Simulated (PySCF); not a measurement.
**From computed data to an observable: dipole moment from atomic charges**

N-methylmethanimine (C2H5N), SMILES C=NC. Atoms are numbered in the order given.

```xyz
8

C      0.1335     1.1380     0.0000
N     -0.5319    -0.1378     0.0000
C      0.1804    -1.1734     0.0000
H     -0.1866     1.7067    -0.8771
H     -0.1866     1.7067     0.8771
H      1.2310     1.0642     0.0000
H      1.2800    -1.1487     0.0000
H     -0.2986    -2.1520     0.0000
```

Geometry optimised at PBE0-D3(BJ)/def2-TZVP.

Charges (e) from HF/def2-TZVPD (PySCF):

```tsv
atom	IAO	ESP fit
C1	-0.231	0.015
N2	-0.296	-0.460
C3	-0.074	0.125
H4	0.136	0.073
H5	0.136	0.073
H6	0.094	0.028
H7	0.096	0.080
H8	0.139	0.066
```

The dipole moment of the full density is 1.73 D.

### Question
What dipole moment does each set of point charges give, and which comes closer to that of the density?

### Answer

μ = Σ q r, and 1 e Å = 4.8032 D.
IAO: Σ q r = (0.260, 0.020, 0.000) e Å, |μ| = 1.25 D.
ESP fit: Σ q r = (0.359, -0.021, 0.000) e Å, |μ| = 1.73 D.
ESP fit comes closer in size. Point charges leave out the atoms' own dipoles (lone pairs, polarised bonds); fits to the potential absorb them, partitions of the density don't.
